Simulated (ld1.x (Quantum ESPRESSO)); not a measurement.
# Co (Z = 27), TM: configuration errors across variants

- Element: Co
- Generator: ld1.x (Quantum ESPRESSO) 7.5
- Type: norm-conserving Troullier–Martins (Kleinman–Bylander form)
- Functional: PBE
- Relativity: scalar-relativistic
- Frozen core: [Ar]
- Valence charge: 9
- Reference configuration: 3d7 4s2 4p0
- Partial waves: 4s (bound): rc 2.10 bohr; 4p (bound, empty): rc 2.80 bohr; 3d (bound): rc 1.60 bohr
- Local potential: all-electron potential smoothed inside 2.60 bohr (lloc = -1)
- Core correction: none

All-electron excitation energies from the reference (eV): (1) 3d7 4s1 4p0 9.030; (2) 3d7 4s0 4p0 25.816; (3) 3d6 4s0 4p0 61.686; (4) 3d5 4s0 4p0 117.038; (5) 3d7 4s0 4p2 8.979; (6) 3d7 4s0 4p1 14.399; (7) 3d6 4s2 4p1 9.660.

Tests that are not counted but printed errors over 1 eV. “local potential the d channel”: 3d6 4s2 4p1 (solver errors, printed error -3.0 eV).

3 further variants failed, have other tests or another functional or relativity, and are left out.

A true bound ghost makes a file unfit for plane-wave use even where its test errors are small: the radial tests pick states by their node count and pass the ghost by. Where a test does run into it, the solver fails or the error is huge.

Errors AE − PS in meV (a dash: test not solved or not reliable):

| change | (1) | (2) | (3) | (4) | (5) | (6) | (7) | bound ghosts |
| --- | --- | --- | --- | --- | --- | --- | --- | --- |
| base | +6.1 | +73 | -25 | -691 | +17 | +27 | -235 | none |
| wave 3d (bound): rc 1.60 bohr becomes 3d (bound): rc 1.40 bohr | +4.7 | +66 | -33 | -917 | +15 | +24 | -287 | none |
| wave 4p (bound): rc 2.80 bohr becomes 4p (bound): rc 3.56 bohr | +6.1 | +73 | -25 | -691 | +32 | +43 | -211 | none |
| wave 4s (bound): rc 2.10 bohr becomes 4s (bound): rc 2.56 bohr | +6.7 | +70 | -98 | -854 | +12 | +23 | -201 | none |
| local potential the d channel | +6.7 | +76 | +82 | -321 | +16 | +25 | – | s, p |
| type TM semilocal; local potential the p channel | +6.2 | +75 | +81 | -321 | +17 | +27 | -183 | none |
| local potential all-electron potential smoothed inside 2.78 bohr (lloc = -1) | +5.5 | +72 | -62 | -802 | +16 | +26 | -262 | none |
| local potential the p channel | -2.6 | +69 | -213 | -1269 | +15 | +24 | -472 | s |

(1) Give the same row for: all radii scaled by about 1.24 (s 2.60, p 3.48, d 1.98 bohr); local potential all-electron potential smoothed inside 3.22 bohr (lloc = -1).

## Answers

(1) +5.5, +63, -205, -599, +21, +31, -117; bound ghosts: none.
